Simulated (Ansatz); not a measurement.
`O=CBCl` + H₂ → `BC=O` + HCl at 400 K and 1 bar (hydrogenolysis of a B–Cl bond).

Gas-phase electronic energies from Ansatz, PBE0-D4/def2-TZVP geometries. CCSD(T)/CBS adds triple-zeta CCSD(T) − MP2 to the extrapolated MP2 energy (def2 sets, frozen cores). This one scheme is used for every species. One conformer a species, not always the lowest.

```
 species  CCSD(T)/CBS energy (Eh)  H − E (kJ/mol)  S (J/(mol·K))
`O=CBCl`               -598.99716           105.8          324.9
      H₂                 -1.17544            38.0          139.0
  `BC=O`               -139.76288           119.8          286.1
     HCl               -460.38127            29.6          195.4
```

H − E and S are ideal-gas, rigid-rotor, harmonic terms from PBE0-D4/def2-TZVP, for one conformer and one mirror image of each species. The MP2-based limit puts H₂ 0.8 mEh under its directly extrapolated value; such offsets cancel only in part. 1 Eh = 2625.50 kJ/mol, R = 8.31446 J/(mol·K).

Problem. By hand: ΔE, ΔH, ΔS and ΔG.

Solution. ΔE = (-139.76288) + (-460.38127) − (-598.99716) − (-1.17544) = 0.02845 Eh = 74.7 kJ/mol. Δ(H − E) = 119.8 + 29.6 − 105.8 − 38.0 = 5.6, so ΔH = 80.3 kJ/mol. ΔS = 286.1 + 195.4 − 324.9 − 139.0 = 17.6 J/(mol·K). ΔG = 80.3 − 400 × (17.6)/1000 = 73.3 kJ/mol.

Problem. By hand: the equilibrium constant, and the temperature at which ΔG would vanish if ΔH and ΔS stayed fixed.

Solution. log₁₀ K = −ΔG/(RT ln 10) = -9.6. ΔG = 0 at ΔH/ΔS = 4562 K, far beyond where these terms or the molecules hold.

ΔH outweighs TΔS. A doubt of 5 kJ/mol in ΔE shifts log₁₀ K by 0.7 here. Other conformers and mirror images would add mixing entropy, several J/(mol·K) or more a flexible species. Modes under 60 cm⁻¹, often nearly free rotors, make the harmonic entropy too high. These are equilibria of isolated gas molecules and say nothing of rates. Largest T1 diagnostic: 0.021 (customary marks: 0.02 for closed shells, 0.045 for open ones).
